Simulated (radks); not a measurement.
Results of a calculation; reference values are marked as such.
Kr I, 36 electrons, occupied as [Kr]. Level of theory: non-relativistic Kohn-Sham, r2SCAN, spin-unpolarised, spherical densities, point nucleus; meta-GGA in the generalised Kohn-Sham scheme (a radial shooting solver on a logarithmic mesh with Libxc functionals).

Normalised radial functions P(r) = r R(r), r in bohr:

```
   r/bohr * 3d (the largest magnitude, 1.33, reaches the edge; | marks zero)
 0.002073 *
 0.002721 *
 0.003572 *
 0.004651 *
 0.006105 *
 0.007949 *
  0.01043 *
  0.01359 *
  0.01783 *
  0.02341 *
  0.03048 |*
  0.04001 |*
   0.0521 |  *
  0.06838 |    *
  0.08975 |        *
   0.1169 |              *
   0.1534 |                       *
   0.1998 |                                  *
   0.2622 |                                             *
   0.3442 |                                                     *
   0.4481 |                                                      *
   0.5882 |                                               *
   0.7659 |                                   *
    1.005 |                     *
    1.309 |          *
    1.718 |   *
    2.255 |*
    2.937 *
    3.855 *
    5.019 *
    6.588 *
```

3d: eigenvalue -84.805 eV, 0 radial nodes, <r> = 0.554 bohr, 90 % of the charge inside 0.904 bohr.
